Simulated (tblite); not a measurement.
Compound: C4H6N2OS.
Cartesian coordinates in Å at the GFN2-xTB level; atoms count from 1:
```
atom  x, y, z in Å
C1     2.419   -0.266   -0.039
O2     1.056   -0.599   -0.178
C3     0.175    0.362    0.108
S4     0.550    1.967    0.617
N5    -1.078    2.339    0.703
N6    -1.819    1.380    0.389
C7    -1.208    0.240    0.045
C8    -1.959   -0.984   -0.341
H9     2.691    0.555   -0.710
H10    2.979   -1.161   -0.302
H11    2.646    0.027    0.991
H12   -2.616   -0.770   -1.182
H13   -1.260   -1.769   -0.615
H14   -2.574   -1.321    0.491
```

Calculated harmonic vibrations of the isolated species, GFN2-xTB (tblite), most abundant isotopes, no scaling. The method is semi-empirical: single wavenumbers can be off by several per cent or more. One conformer, not necessarily the lowest. The optimisation stopped once no atom felt more than 0.01 eV/Å.

Lowest wavenumbers of the output (negative numbers stand for imaginary wavenumbers):
```
mode    cm-1
  1     -33.3
  2      89.5
  3     158.5
  4     172.6
  5     202.3
  6     270.3
  7     327.6
  8     460.1
  9     513.2
 10     514.4
```

Question: Is this structure a minimum?

Answer: Not by this Hessian. 1 mode is imaginary beyond 20i (33i cm⁻¹), so at this level the point lies at or near a first-order saddle. The curvature is small, so loose convergence or finite differences may be the whole cause.

Question: Which atoms move in the imaginary mode?

Answer: 33i: H14 (methyl hydrogen) 33 %, H12 (methyl hydrogen) 33 %, H13 (methyl hydrogen) 31 %. These are shares of the mass-weighted motion.

Question: What is the remedy?

Answer: Step along that mode in both directions, optimise again with tighter thresholds and repeat the frequencies. The zero-point energy of this point (63.0 kcal/mol) counts the 35 real modes alone, and thermal corrections from it aren't those of a minimum.
